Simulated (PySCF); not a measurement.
## Simulated absorption spectrum

C₂H₁₁NOSi₃.
SMILES with atom numbers: `[O:1]=[CH:2][NH:3][SiH2:4][CH:5]([SiH3:6])[SiH3:7]` (hydrogens: H8 on C2; H9 on N3; H10, H11 on Si4; H12 on C5; H13, H14, H15 on Si6; H16, H17, H18 on Si7)

Method: TDDFT PBE0/def2-SVPD, vertical, gas phase, core orbitals frozen in the response in PySCF. Geometry: PBE0-D3(BJ)/def2-SVP, one conformer, isolated molecule. Torsions of this conformer, `[O:1]=[CH:2][NH:3][SiH2:4][CH:5]([SiH3:6])[SiH3:7]`: O1–C2–N3–Si4 -1°, C2–N3–Si4–C5 -62°, N3–Si4–C5–Si6 -170°.

Broadening: Gaussians 0.3 eV wide at half height, area fixed by f = 4.319×10⁻⁹ ∫ε dν̃. The width is an assumption, not a result. The curve ends short of the highest state used, and states not computed would add to its high-energy end.

(E (eV), ε (L mol⁻¹ cm⁻¹)): (5.07, 0), (5.13, 0), (5.19, 2), (5.25, 5), (5.31, 12), (5.37, 23), (5.43, 36), (5.49, 45), (5.54, 45), (5.60, 38), (5.66, 25), (5.72, 13), (5.78, 6), (5.84, 2), (5.90, 1), (5.96, 0), (6.02, 0), (6.08, 0), (6.14, 0), (6.20, 1), (6.26, 4), (6.32, 22), (6.37, 74), (6.43, 254), (6.49, 700), (6.55, 1542), (6.61, 2727), (6.67, 3881), (6.73, 4481), (6.79, 4304), (6.85, 3711), (6.91, 3416), (6.97, 3940), (7.03, 5200), (7.09, 6509), (7.15, 7030)

Problem. Where are the band maxima, and which computed states make them?

Solution. 225 nm (5.52 eV), ε about 46, made up of S1 (100%); 184 nm (6.74 eV), ε about 4500, made up of S2 (96%) (ε in L mol⁻¹ cm⁻¹; maxima over ε = 5, shares over 10%). At its high-energy end, 7.15 eV, the curve is still rising (ε about 7000, from S4). The states used: S1 5.52 eV (f 0.0005); S2 6.73 eV (f 0.048); S3 6.97 eV (f 0.0072); S4 7.14 eV (f 0.069); S5 7.25 eV (f 0.0072); S6 7.49 eV (f 0.022); S7 7.54 eV (f 0.038); S8 7.62 eV (f 0.070); S9 7.69 eV (f 0.015); S10 7.75 eV (f 0.018).

Problem. On this curve, what absorbance would a 10⁻⁴ mol/L sample give at 222 nm over a 1 cm path?

Solution. 222 nm is 5.585 eV, where ε is about 40 L mol⁻¹ cm⁻¹, so A = ε c l ≈ 0.004 (Beer–Lambert, with the gas-phase spectrum and the assumed width).

Problem. What would ε be at 6.74 eV, the highest of these maxima, with half the width (0.15 eV)?

Solution. About 8640 L mol⁻¹ cm⁻¹ against 4510, a factor of about 1.9; a lone state at its own centre would give exactly 2.

Problem. Coming from long wavelengths, where does ε first pass 100 L mol⁻¹ cm⁻¹?

Solution. At about 194 nm (6.38 eV), 0.86 eV above S1.

The vertical ionisation energy (ΔSCF) is 9.91 eV, 2.16 eV above S10.

Hardware: an Arm Neoverse V2 with one thread, on a shared host. Cost: 5.1 min, 1.2 GiB resident at most.
